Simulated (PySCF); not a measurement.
## GdH: from constants to spectrum

ROHF-CCSD(T) constants of GdH, octet, about 7.0 electrons in the 4f shell (Mulliken) (Gd x2c-TZVPall, H x2c-TZVPall; spin-free X2C with a Gaussian nucleus (PySCF 2.14); masses 157.9241 and 1.0078 u):

- ωe: 1562.7 cm⁻¹
- ωexe: 22.9 cm⁻¹
- Be: 4.522 cm⁻¹
- αe: 0.0956 cm⁻¹
- D (centrifugal): 0.000151 cm⁻¹
- De to Gd (4f7 5d1 6s2) + H: 2.49 eV

(1) Give the vibrational terms G(v) and spacings up to v = 6.

(2) How well does the Morse estimate ωe²/(4ωexe) reproduce De, and what is D0?

Correlated steps freeze 18 core orbitals. These are scalar-relativistic numbers at best; spin–orbit coupling would shift them, the dissociation energy most. With d or f electrons several states lie close, and the lowest PBE0 determinant need not be the measured ground state.

Answers

(1) G(v) = ωe(v+½) − ωexe(v+½)².

| v | G(v) (cm⁻¹) | G(v) − G(v−1) | Bv (cm⁻¹) |
| --- | --- | --- | --- |
| 0 | 776 |  | 4.474 |
| 1 | 2293 | 1517 | 4.379 |
| 2 | 3764 | 1471 | 4.283 |
| 3 | 5189 | 1425 | 4.187 |
| 4 | 6568 | 1380 | 4.092 |
| 5 | 7902 | 1334 | 3.996 |
| 6 | 9190 | 1288 | 3.901 |

(2) It gives 3.31 eV, 133 % of the computed De. D0 = De − G(0) = 2.49 − 0.10 = 2.39 eV.
